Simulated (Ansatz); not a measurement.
`Cl[SiH]1C[SiH2]N1`, relaxed with RKS PBE0-D4/def2-TZVP in Ansatz 0.2.0 from a PBE-D4/def2-SVP geometry. The force threshold is 0.005 eV/Å; the program also tests the step.

Charge 0, multiplicity 1.

Start:

```xyz
11

Cl   -1.253    2.647   -0.442
Si    0.240    1.178   -0.421
C     0.279    0.159    1.178
Si   -0.225   -1.335    0.101
N    -0.168   -0.269   -1.311
H     1.486    1.888   -0.862
H     1.275    0.076    1.657
H    -0.465    0.473    1.935
H     0.772   -2.464    0.065
H    -1.580   -1.924    0.401
H    -0.360   -0.429   -2.301
```

| step | energy (eV) | largest force (eV/Å) | largest move (Å) |
| --- | --- | --- | --- |
| 1 | -30894.1265 | 0.589 | 0.000 |
| 2 | -30894.1883 | 0.397 | 0.037 |
| 3 | -30894.1986 | 0.045 | 0.026 |
| 4 | -30894.1989 | 0.010 | 0.008 |
| 5 | -30894.1990 | 0.004 | 0.004 |
| 6 | -30894.1991 | 0.008 | 0.005 |
| 7 (rejected) | -30894.1990 | 0.033 | 0.012 |
| 8 | -30894.1991 | 0.002 | 0.006 |
| 9 | -30894.1991 | 0.003 | 0.007 |
| 10 | -30894.1991 | 0.002 | 0.001 |

End:

```xyz
11

Cl   -1.212    2.628   -0.454
Si    0.231    1.155   -0.414
C     0.269    0.159    1.172
Si   -0.217   -1.313    0.098
N    -0.185   -0.262   -1.287
H     1.472    1.838   -0.850
H     1.249    0.084    1.644
H    -0.468    0.463    1.915
H     0.783   -2.415    0.047
H    -1.546   -1.916    0.389
H    -0.377   -0.421   -2.260
```

Hardware: 4 threads of a server CPU on a shared host. Wall time 28 s, peak host memory 0.67 GiB.
